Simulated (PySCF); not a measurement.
C3H6BFO2, SMILES OB(C(=O)CC)F.

Geometry optimised at r2SCAN-D4/def2-SVP. The structure was generated by enumeration, and PubChem lists no compound with its InChIKey, so it may never have been made. Other conformers were not sampled.

These are PBE/def2-TZVP run with PySCF values and carry that method's errors.

```yaml
total_energy: -392.89418 hartree
point_group: Cs
highest_occupied_level: -5.49 eV
lowest_empty_level: -2.80 eV
orbital_gap: 2.69 eV
dipole_moment: 3.29 D
quadrupole, principal values (traceless, Buckingham form, about the centre of nuclear charge): -9.24, 1.70, 7.55 D·Å
mean_static_polarisability: 58.0 bohr³ (8.60 Å³)
polarisability_principal_values: 43.0, 61.5, 69.6 bohr³
```
